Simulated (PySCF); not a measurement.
Simulated outer-valence photoelectron spectrum of `C=[CH][GaH2]`. Method: EOM-IP-CCSD/aug-cc-pVDZ in PySCF, restricted Hartree–Fock reference, frozen core, non-relativistic, gas phase, PBE0-D3(BJ)/def2-SVP geometry.

Each root has a Gaussian of 0.8 eV full width with its one-hole share as area; cross sections and vibrations are left out, and the highest printed point is 100.

ionisation energy (eV), intensity and a bar:
```
      9.2          0 
      9.4          2 #
      9.6          8 ##
      9.8         24 #######
     10.0         52 ################
     10.2         84 #########################
     10.4        100 ##############################
     10.6         96 #############################
     10.8         80 ########################
     11.0         61 ##################
     11.2         41 ############
     11.4         21 ######
     11.6          8 ##
     11.8          2 #
     12.0          0 
     12.2          0 
     12.4          0 
     12.6          1 
     12.8          4 #
     13.0         12 ####
     13.2         27 ########
     13.4         41 ############
     13.6         45 #############
     13.8         35 ###########
     14.0         23 #######
     14.2         21 ######
     14.4         31 #########
     14.6         42 #############
     14.8         43 #############
     15.0         34 ##########
     15.2         27 ########
     15.4         31 #########
     15.6         41 ############
     15.8         43 #############
     16.0         32 ##########
     16.2         17 #####
     16.4          7 ##
     16.6          2 #
     16.8          0 
     17.0          0 
     17.2          0 
     17.4          0 
     17.6          1 
     17.8          3 #
     18.0          9 ###
     18.2         19 ######
     18.4         27 ########
     18.6         28 ########
     18.8         20 ######
     19.0         10 ###
     19.2          4 #
     19.4          1 
     19.6          0
```

Task: Where are the maxima, and how many lines lie under the curve?

Result: 5 maxima, at 10.5, 13.6, 14.7, 15.7 and 18.5 eV, from 7 lines. At this width some lines have no maximum of their own.

Task: List the lines with their holes.

Result: 
| E (eV) | leading hole (HF orbital) | area | Koopmans (eV) |
| --- | --- | --- | --- |
| 10.29 | HOMO-1 | 0.95 | 11.12 |
| 10.43 | HOMO | 0.96 | 10.32 |
| 10.97 | HOMO-2 | 0.94 | 11.46 |
| 13.54 | HOMO-3 | 0.94 | 14.60 |
| 14.71 | HOMO-4 | 0.92 | 15.96 |
| 15.74 | HOMO-5 | 0.90 | 17.27 |
| 18.52 | HOMO-6 | 0.61 | 21.00 |

The widest gap, 2.78 eV, lies between 15.74 and 18.52 eV. Only orbitals with −ε under 21 eV, eight at most, were ionised, so the high end of the curve may lack lines.
